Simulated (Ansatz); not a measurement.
Job for Ansatz (an electronic-structure program): R-CCSD(T)/def2-TZVPP on BrH3PbSi (SMILES [SiH3][Pb][Br]), a point of a torsion scan. Elements past Kr take the def2 small-core potentials; no spin–orbit coupling. The run froze 28 orbitals, filled d shells among them.

Ansatz 0.2 input:
```yaml
crystal:
  periodic: [false, false, false]
  atoms:
    - {symbol: Si, position_ang: [-0.77144410, 0.00544944, -0.02812501]}
    - {symbol: Pb, position_ang: [1.51145376, 1.45512395, -0.06130502]}
    - {symbol: Br, position_ang: [3.01557938, -0.46018150, -0.95463033]}
    - {symbol: H, position_ang: [-1.10825245, -0.49126526, 1.30986805]}
    - {symbol: H, position_ang: [-1.93623236, 0.81443970, -0.40938453]}
    - {symbol: H, position_ang: [-0.82152223, -1.16464532, -0.89676625]}
basis:
  gaussian:
    orbitals: def2-TZVPP
magnetization: {spin_polarized: false}
correlation: {method: ccsd_t, electrons: outside_noble_gas}
scf: {lower_state_search: off}
```

It printed:

```
WARN ansatz: RAYON_NUM_THREADS=1 ignored (pool sized by the plan → 1); use --threads N
Functional definition: HF
these checks for a lower state are left out or cut short: stability, starts, cluster_reference, orbital_swaps, neighbouring_geometries, increment
integrals: 0.61 GiB planned
1280 factors; integrals over basis functions are off by at most 6.9e-4 eV
mean field: 0.71 GiB planned
mean field evaluation 1: about -83128.8453 eV, gradient 1.7e1 eV
mean field evaluation 2: about -83128.8901 eV, gradient 1.7e1 eV
mean field evaluation 4: about -83130.4776 eV, gradient 2.7e0 eV
mean field evaluation 8: about -83130.5316 eV, gradient 2.4e-1 eV
mean field -83130.53218297 eV, -3054.9907098257 hartree, gradient 2.1e-6 eV, S^2 0.000000; 0 other end points of the search recorded, 0 dependent functions left out
28 core orbitals not correlated
reference -83130.53218297 eV, -3054.9907098257 hartree; 9, 9 occupied and 145, 145 virtual orbitals, 1280 factors
second order -9.80344562 eV of doubles, -0.00000000 eV of singles
coupled cluster: 1.28 GiB planned
cycle   1  -10.68888021 eV  change   -8.9e-1 eV  update   8.6e-2
cycle   2  -11.01582937 eV  change   -3.3e-1 eV  update   2.8e-2
cycle   3  -11.07239270 eV  change   -5.7e-2 eV  update   1.5e-2
cycle   4  -11.06602485 eV  change    6.4e-3 eV  update   4.9e-3
cycle   5  -11.06377340 eV  change    2.3e-3 eV  update   2.0e-3
cycle   6  -11.06383899 eV  change   -6.6e-5 eV  update   7.3e-4
cycle   7  -11.06387013 eV  change   -3.1e-5 eV  update   2.8e-4
cycle   8  -11.06393141 eV  change   -6.1e-5 eV  update   1.1e-4
cycle   9  -11.06393045 eV  change    9.5e-7 eV  update   3.7e-5
cycle  10  -11.06391264 eV  change    1.8e-5 eV  update   1.4e-5
perturbative correction -0.43309833 eV, -0.0159160701 hartree
Total energy: -83142.02919394 eV, -3055.4132171858 hartree
Checks for a lower state left out: stability, starts, cluster_reference, orbital_swaps, neighbouring_geometries, increment
```

Self-consistency was reached.

Cost: very roughly 50 core-seconds.
